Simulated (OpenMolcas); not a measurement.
# Cu3+: moving the ligands

Cu3+ with 6 ligands (water) in octahedral coordination (Th) at 1.9 Å. Ligand basis ANO-RCC-VDZP.
```
Cu    0.0000    0.0000    0.0000
O     1.9000    0.0000    0.0000
H     2.4770    0.7797    0.0000
H     2.4770   -0.7797    0.0000
O     0.0000    1.9000    0.0000
H     0.0000    2.4770    0.7797
H     0.0000    2.4770   -0.7797
O    -1.9000    0.0000    0.0000
H    -2.4770    0.7797    0.0000
H    -2.4770   -0.7797    0.0000
O     0.0000   -1.9000    0.0000
H     0.0000   -2.4770    0.7797
H     0.0000   -2.4770   -0.7797
O     0.0000    0.0000    1.9000
H     0.7797    0.0000    2.4770
H    -0.7797    0.0000    2.4770
O     0.0000    0.0000   -1.9000
H     0.7797    0.0000   -2.4770
H    -0.7797    0.0000   -2.4770
```

| Item | Value |
| --- | --- |
| Program | OpenMolcas 26.06 |
| Method | CASSCF |
| Basis | ANO-RCC-VTZP [6s5p3d2f1g] |
| Scalar Hamiltonian | DKH2, point nucleus |
| Active space | 8 electrons in 5 orbitals (3d) |
| State averaging | 2S+1 = 3 even, 10 roots; 2S+1 = 1 even, 15 roots |
| Spin-orbit coupling | RASSI with atomic mean-field integrals over the reference wave functions |

Runs around this geometry, states (labels of O, taken over from Oh, the nearest higher group). Energies in cm-1 above the lowest state or level, χT in cm3 K/mol; 10Dq and B are least-squares fits to the states below 45000 cm-1, weighted by degeneracy, with a free offset, and given where the rms deviation is under 5 % of |10Dq| (or 100 cm-1) and under 700 cm-1.

```
R (Å)  Ground state  First state of that spin   10Dq  B (rms of fit)  First gap with spin-orbit (degeneracies)  χT at 300 K  First state of another spin
 1.84           3A2                 3T2 14148  14426      1320 (164)                              13714 (3, 2)        1.236                     1E 18836
  1.9           3A2                 3T2 11832  12110      1334 (172)                              11441 (3, 2)        1.289                     1E 18949
 2.01           3A2                  3T2 8630                                                      8259 (3, 2)        1.406                     1E 19054
```

Taking the first state of the same spin as R^-n, n = -ln(8630 / 14148) / ln(2.01 / 1.84) = 5.6 between the shortest and longest distance.

Without dynamic correlation the repulsion within the d shell is too large (B by tens of per cent), so at a given field states of lower spin stand too high. Ligand-to-metal charge-transfer states are missing. With no ligand orbital active B as a rule stays too high, so bands that hang on it stand too high and its fall with covalency is understated. With metal d orbitals alone the field can be off either way by tens of per cent. No measured value stands beside these numbers; the geometry was imposed, not optimised, and the real ion may take another.
